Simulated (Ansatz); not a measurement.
The cluster YSi₆, relaxed as a quartet with UKS PBE-D4/def2-SVP in Ansatz, starting from the PBE-D4/def2-SVP geometry of the neutral doublet. Force threshold 0.02 eV/Å.

In the def2 sets Y takes a core potential; there is no spin–orbit coupling. The relaxation made no stability test and no search for a lower SCF solution. At PBE-D4/def2-SVP a doublet of charge 0 lies 0.65 eV below the quartet, each at its own geometry. Another isomer (doublet) lies 0.07 eV lower at r2SCAN-D4/def2-TZVP.

Start:

```tsv
atom	x (Å)	y (Å)	z (Å)
Y1	-0.287	1.706	-1.422
Si2	0.660	-0.602	1.090
Si3	0.027	-1.018	-1.303
Si4	2.018	0.512	-0.501
Si5	-0.907	-2.310	0.562
Si6	-1.631	0.016	0.272
Si7	0.119	1.696	1.302
```

Q: Estimate the energy that the relaxation releases and the steps that it takes.

A: 4.4 kcal/mol, in 6 steps; 21 s on 4 threads of Intel Xeon Platinum 8259CL on a shared host. No frequencies were taken in this run, so the end may be a saddle point.

Q: Does the start keep its bonding and symmetry?

A: By distances, no bond broke or formed. The bond that changes most is Y1–Si2, from 3.54 to 3.84 Å (atoms count from 1). Point group Cs at the start, Cs at the end, both within 0.05 Å.

Q: Predict the relaxed structure.

A: 
```xyz
7

Y    -0.303    1.797   -1.499
Si    0.710   -0.717    1.218
Si    0.073   -1.017   -1.238
Si    1.927    0.564   -0.501
Si   -0.972   -2.316    0.497
Si   -1.571    0.008    0.323
Si    0.136    1.681    1.199
```
Bond lengths: 10 × Si–Si 2.41 to 2.55 Å; 4 × Si–Y 2.74 to 2.85 Å.
